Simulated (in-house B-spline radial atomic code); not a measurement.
# Ionising Zr with different functionals

Computed with a radial B-spline atomic code at the basis-set limit: scalar-relativistic (spin-free X2C) Hamiltonian, Fermi nucleus of rms radius 4.2694 fm, spin-polarised at highest spin, spherical fractional occupations for the functionals, the average over the highest-spin determinants for Hartree-Fock. The ionisation energy is the difference of two self-consistent energies, [Kr] 4d2 5s2 → [Kr] 4d2 5s1, without Breit or QED terms; ε is the level of the shell that loses the electron (its least bound occupied spin orbital). There is no spin-orbit coupling in this Hamiltonian.

Hybrids are left out here: with spherical fractional occupations of an open shell their exact exchange keeps a self-interaction that integer-occupation calculations don't have.

```
           method          rung  ΔSCF (eV)  -ε(5s) (eV)
     Hartree-Fock  Hartree-Fock       5.20         5.38
         LDA VWN5           LDA       6.72         4.22
         LDA PW92           LDA       6.72         4.23
LDA exchange-only           LDA       5.37         3.18
              PBE           GGA          ?            ?
           PBEsol           GGA       6.40         4.06
             BLYP           GGA       6.57         4.00
             RPBE           GGA       6.38         3.97
             PW91           GGA          ?            ?
             BP86           GGA       6.61         4.20
             AM05           GGA       6.35         3.99
             OLYP           GGA       6.29         3.74
             TPSS      meta-GGA       6.31         4.00
             SCAN      meta-GGA       6.14         4.11
           r2SCAN      meta-GGA       6.12         4.11
            M06-L      meta-GGA       6.75         4.03
          revTPSS      meta-GGA       6.32         4.05
```

Q: What does PW91 give?

A: ΔSCF 6.47 eV, and -ε(5s) = 4.08 eV.

Q: What does PBE give?

A: ΔSCF 6.44 eV, and -ε(5s) = 4.05 eV.

Q: How do they compare with the NIST value?

A: NIST lists 6.634 eV (measured, ground level to ground level). Errors run from -1.43 to +0.12 eV; BP86 is closest (-0.02 eV), but part of that can be cancellation, since the calculations leave out spin-orbit coupling, Breit-QED terms, multiplet and fine-structure energies. Hartree-Fock also lacks correlation.
